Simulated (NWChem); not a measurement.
# BeHSBr; SMILES [Br][Be][SH]

```xyz
4

Be     0.0203     0.6460     0.0000
Br     0.0108    -1.3134     0.0000
S      0.0525     2.5473     0.0000
H     -1.2992     2.6278     0.0000
```
Atoms are numbered in this order, from 1.

Results from NWChem. Structure relaxed at the PBE0/def2-SVP level. Ions are spin-unrestricted doublets at the neutral geometry; other ion states weren't tried.

For level PBE0/def2-SVP:

| Property | Value |
|---|---|
| vertical ionisation energy, ΔSCF (eV) | 10.13 |
| −ε(HOMO) (eV) | 7.80 |

### Question
What are these values for level PBE/def2-SVP?

### Answer
vertical ionisation energy, ΔSCF (eV): 9.82
−ε(HOMO) (eV): 6.55
